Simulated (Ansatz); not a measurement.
The cluster Be₂Te₂⁺ (the lowest doublet isomer of a short search). The state is a doublet with charge 1. Geometry r2SCAN-D4/def2-TZVP, basis def2-TZVP, Ansatz.

```xyz
4

Be   -0.8697    0.5126    0.3818
Be    0.8698   -0.5126   -0.3817
Te    0.9907    1.7488   -0.0911
Te   -0.9908   -1.7488    0.0910
```

```csv
run,HOMO (eV),LUMO (eV)
A,-11.66,-9.95
B,-11.16,-9.97
C,-11.36,-10.11
D,-13.57,-7.94
E,-12.03,-9.60
F,-10.98,-10.22
```

In the def2 sets Te takes a core potential; there is no spin–orbit coupling. HSE06 is defined as in plane-wave codes, on full-range PBE exchange. The structure comes from a short search, and lower isomers may exist.

HOMO and LUMO are taken over both spins.

The runs used B97M-V, HSE06, PBE, PBE0, r2SCAN, ωB97M-V. Estimate which is which.

A HSE06 (range-separated); B B97M-V (0 % exact exchange); C r2SCAN (0 % exact exchange); D ωB97M-V (range-separated); E PBE0 (25 % exact exchange); F PBE (0 % exact exchange). Exact exchange lowers occupied and raises empty levels; among semilocal functionals meta-GGAs tend to open the gap a little, and such runs are hard to tell apart. The gap grows from 0.76 eV (PBE) to 5.63 eV (ωB97M-V).
